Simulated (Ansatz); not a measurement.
Species: CH3Cl2Si (charge 0, doublet). It need not be the lowest isomer of its formula. 
Structure (B3LYP-D3(BJ)/def2-TZVP (Ansatz, a program for electronic structure) minimum search):
```
C
H 1 1.0903
H 1 1.0903 2 109.31
H 1 1.0925 2 109.07 3 119.17
Si 1 1.8726 2 110.12 4 119.74
Cl 5 2.0732 1 108.88 2 -178.95
Cl 5 2.0732 1 108.88 2 -60.44
```
Charge 0, spin multiplicity 2.

Basis-set convergence of Hartree-Fock and CCSD correlation energies (hartree) with Ansatz. Valence correlation only, unless marked. Open shells are spin-unrestricted. No spin-orbit coupling. Non-relativistic.

| basis | functions | E(HF) | E(corr, CCSD) |
|---|---|---|---|
| aug-cc-pV(D+d)Z | 146 | -1247.65458 | -0.57834 |
| aug-cc-pV(T+d)Z | 280 | [?] | [?] |

**Question.** Complete the blanks.

**Answer.** 
- aug-cc-pV(T+d)Z, E(HF): -1247.70631
- aug-cc-pV(T+d)Z, E(corr, CCSD): -0.71318
